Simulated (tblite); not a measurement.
Species: C7H2N3 (doublet state).
Numbering: `[N:1]#[C:2][c:3]1[c:4][c:5]([C:6]#[N:7])[n:8][cH:9][cH:10]1` (hydrogens: H11 on C9; H12 on C10)

Computed geometry: GFN2-xTB, gas phase. This method treats the open shell by occupation alone, without spin polarisation.

Problem. List the bond lengths and angles at this level.

Solution. 
| bond | length (Å) | order |
| --- | --- | --- |
| N1≡C2 | 1.144 | triple |
| C2–C3 | 1.419 | single |
| C3–C4 | 1.376 | aromatic |
| C4–C5 | 1.377 | aromatic |
| C5–C6 | 1.420 | single |
| C6≡N7 | 1.144 | triple |
| C5–N8 | 1.335 | aromatic |
| N8–C9 | 1.311 | aromatic |
| C9–C10 | 1.386 | aromatic |
| C3–C10 | 1.405 | aromatic |
| C9–H11 | 1.082 | single |
| C10–H12 | 1.079 | single |

Orders are formal, as drawn. A selection of angles:
| angle | degrees |
| --- | --- |
| N1–C2–C3 | 179.3 |
| C2–C3–C4 | 121.7 |
| C2–C3–C10 | 119.8 |
| C4–C3–C10 | 118.6 |
| C3–C4–C5 | 121.5 |
| C4–C5–C6 | 122.5 |
| C4–C5–N8 | 118.9 |
| C6–C5–N8 | 118.6 |
| C5–C6–N7 | 178.6 |
| C5–N8–C9 | 121.1 |
| N8–C9–C10 | 123.6 |
| N8–C9–H11 | 115.3 |
| C10–C9–H11 | 121.1 |
| C9–C10–H12 | 122.5 |
| C3–C10–C9 | 116.4 |
| C3–C10–H12 | 121.2 |

The 10 heavy atoms lie in one plane (0.000 Å rms). The 4 C–N bonds span 1.144 Å (N1≡C2, drawn triple) to 1.335 Å (C5–N8, aromatic), a spread of 0.191 Å. The 6 C–C bonds span 1.376 Å (C3–C4, aromatic) to 1.420 Å (C5–C6, drawn single), a spread of 0.044 Å. The 6-membered ring C3–C4–C5–N8–C9–C10 has internal angles of 116.4° to 123.6° (sum 720°, against 720° for a flat polygon); it is planar, 0.00 Å rms from its mean plane, widest ring torsion 0°. C5 (carbon bonded to 2 C and N) is planar (angles 122.5°, 118.9° and 118.6°, sum 360.0°, 0.00 Å off the plane of its three neighbours). C10 (carbon bonded to 2 C and H) is planar (angles 122.5°, 121.2° and 116.4°, sum 360.0°, 0.00 Å off the plane of its three neighbours). C9 (carbon bonded to C, N and H) is planar (angles 123.6°, 121.1° and 115.3°, sum 360.0°, 0.00 Å off the plane of its three neighbours).

Point group: Cs (tolerance 0.08 Å). Its GFN2-xTB frequencies are all real (lowest 100 cm⁻¹).

Time: 0.35 s. Hardware: Arm Neoverse N1, one thread, no GPU, shared host with 64 logical CPUs at a one-minute load of 57. These figures are those of the optimisation.
